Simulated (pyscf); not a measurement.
**HO–Si(O–SiH₃)(O–SiH₃)–O–SiH₃, singlet**

Gas-phase minimum from PySCF at ωB97X-D3(BJ)/def2-SVP, one conformer. 

```xyz
18

O     -2.4973    -0.3163     0.4087
Si    -1.1478    -0.1110    -0.4995
O     -1.3032     1.1197    -1.5834
Si    -0.4732     2.5604    -1.7514
O     -0.7922    -1.4743    -1.3540
Si    -0.2111    -1.6765    -2.9071
O      0.0906     0.2448     0.5148
Si     1.4905    -0.5699     0.9187
H     -3.3021    -0.5716    -0.0525
H     -0.7043     3.4361    -0.5698
H      0.9866     2.2942    -1.8936
H     -0.9796     3.2281    -2.9795
H      0.3457    -3.0508    -3.0098
H     -1.3132    -1.5064    -3.8943
H      0.8602    -0.6778    -3.1877
H      1.1672    -1.8442     1.6174
H      2.2723    -0.8727    -0.3151
H      2.2874     0.3114     1.8107
```
Charge 0, spin multiplicity 1.

Bonds (Å): O1–Si2 1.640, O1–H9 0.962, Si2–O3 1.647, Si2–O5 1.648, Si2–O7 1.640, O3–Si4 1.671, Si4–H10 1.489, Si4–H11 1.491, Si4–H12 1.487, O5–Si6 1.671, Si6–H13 1.486, Si6–H14 1.489, Si6–H15 1.491, O7–Si8 1.669 (the first ones only). Angles (°): Si2–O1–H9 117.1, O1–Si2–O3 112.4, O1–Si2–O5 111.2, O1–Si2–O7 107.8, O3–Si2–O5 107.3, O3–Si2–O7 108.4, O5–Si2–O7 109.7, Si2–O3–Si4 131.6, O3–Si4–H10 110.5, O3–Si4–H11 110.0, O3–Si4–H12 107.5, H10–Si4–H11 109.4, H10–Si4–H12 109.8, H11–Si4–H12 109.6 (the first ones only).

Properties at ωB97X-D3(BJ)/def2-SVP:

```yaml
harmonic_wavenumbers_unscaled: 25, 36, 41, 59, 73, 89, 104, 110, 116, 140, 254, 279, 346, 361, 405, 568, 695, 705, 734, 737, 740, 762, 767, 786, 836, 955, 966, 968, 969, 972, 973, 976, 978, 983, 1027, 1081, 1090, 1104, 2256, 2259, 2265, 2271, 2274, 2275, 2286, 2288, 2292, 3948 cm⁻¹
zero_point_energy: 67.5 kcal/mol
rotational_symmetry_number: 1
Entropy of this conformer at 298 K and 1 atm, rigid rotor and harmonic oscillator, modes under 100 cm⁻¹ raised to 100: 486.2 J/(mol K)
dipole_moment: 1.19 D
```

Single-point totals, which compare only within one level:

```tsv
level	total energy (hartree)
ωB97X-D3(BJ)/def2-TZVP	-1465.54750
PBE/def2-TZVP	-1464.43460
r²SCAN/def2-TZVP	-1465.13691
B3LYP-D3(BJ)/def2-TZVP	-1465.51173
PBE0-D3(BJ)/def2-TZVP	-1464.57947
M06-2X/def2-TZVP	-1465.20212
ωB97M-D3(BJ)/def2-TZVP	-1465.62735
```

The lowest mode is so soft that the shape along it may change with the basis. Soft torsions are taken as harmonic, which can shift the entropy by several J/(mol K).
